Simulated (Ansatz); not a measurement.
```yaml
crystal:
  periodic: [false, false, false]
  atoms:
    - {symbol: O, position_ang: [-1.481304, -0.453089, 2.146427]}
    - {symbol: C, position_ang: [-0.642623, -0.015095, 1.249295]}
    - {symbol: Ga, position_ang: [-0.770799, -1.043242, -0.249382]}
    - {symbol: O, position_ang: [0.227976, -0.613555, -1.487844]}
    - {symbol: Ge, position_ang: [1.317911, 0.583830, -1.613521]}
    - {symbol: H, position_ang: [-1.413442, 0.049411, 2.870286]}
    - {symbol: H, position_ang: [-0.827452, 0.946706, 0.993709]}
    - {symbol: H, position_ang: [0.314596, -0.045357, 1.576817]}
    - {symbol: H, position_ang: [-1.605259, -2.173186, -0.528100]}
    - {symbol: H, position_ang: [2.299427, 0.448045, -0.595442]}
    - {symbol: H, position_ang: [0.668413, 1.839092, -1.471187]}
    - {symbol: H, position_ang: [1.912556, 0.476449, -2.891058]}
basis:
  gaussian: {orbitals: cc-pVTZ-PP}
total_charge: 1
magnetization: {spin_polarized: true, initial_magnetization: 1}
hamiltonian: {xc: {name: CAM-B3LYP}}
scf: {lower_state_search: light}
output: {forces: true}
```

```sh
$ ansatz run in.yaml --threads 4 --pin off --events-out ev --progress --plain --max-ram 10444MiB
```

It prints (some lines left out):

```
Functional definition: CAM-B3LYP
Error: <dir> the basis set cc-pVTZ-PP has no functions for O
```

Problem. Something in this input is off. What?

Solution. The basis set is misnamed or doesn't suit the job. The program refused the input.
